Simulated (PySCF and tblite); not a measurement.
Results of a calculation; reference values are marked as such.
C₆H₉FO₂, numbered as in [CH2:1]=[C:2]([C:3](=[O:4])[OH:5])[C@@H:6]([F:7])[CH2:8][CH3:9].

Geometries GFN2-xTB; weights from B3LYP-D3(BJ)/def2-SVP (IEF-PCM, tetrahydrofuran) energies and GFN2-xTB thermal corrections, with symmetry numbers and mirror pairs. Conformers within 3 kcal/mol (GFN2-xTB free energy) were kept, 6 at most. GIAO shieldings: KT3/pcSseg-1 (IEF-PCM, tetrahydrofuran). Shifts are against TMS (¹H), TMS (¹³C) at the same level. Run with PySCF (density fitting) and tblite.

Torsions listed: C6–C2–C3–O5, O4–C3–O5–H5, C1–C2–C6–F7, F7–C6–C8–C9.

| conformer | shape | symmetry | E(GFN2) kcal/mol | E(DFT) kcal/mol |
| --- | --- | --- | --- | --- |
| 1 | 178°, 0°, -17°, -62° | C1 | 0.08 | 0.00 |
| 2 | 177°, -1°, -15°, 65° | C1 | 0.00 | 0.08 |
| 3 | -4°, 1°, -20°, -64° | C1 | 0.34 | 0.61 |
| 4 | -6°, 1°, -15°, 65° | C1 | 0.30 | 0.71 |
| 5 | 169°, -1°, -35°, -178° | C1 | 0.18 | 1.19 |

Not shown: 1 more, 1.2 % in all.

Problem. How much do the weights at 298.15 K and the averaged shift of H6 depend on how the conformers are weighted?

Solution. 
```tsv
weighting	1 (%)	2 (%)	3 (%)	4 (%)	5 (%)	δ (ppm)	rms dipole (D)
DFT energy with thermal terms, symmetry and mirror images (full scheme)	42	29	14	9	4	5.70	2.20
DFT energy with symmetry and mirror images	37	32	13	11	5	5.73	2.20
bare DFT energy	37	32	13	11	5	5.73	2.20
GFN2-xTB energy with symmetry and mirror images	20	23	13	14	17	5.79	2.23
GFN2-xTB free energy	25	23	15	12	16	5.76	2.23
leading conformer alone	100	0	0	0	0	5.44	2.18
equal weights	17	17	17	17	17	5.79	2.21
full scheme, search stopped after three starts	0	100	0	0	0	6.00	2.23
```

The largest departure from the full scheme, 0.30 ppm, comes with: full scheme, search stopped after three starts.

The minima are those of GFN2-xTB; planar forms about aryl–S or allylic bonds may be saddles in DFT. For its torsions the set is small; conformers may be missing.


Conformer gaps in def2-SVP on xTB geometries can be 2 kcal/mol too large for S=O, P=O and other polar bonds.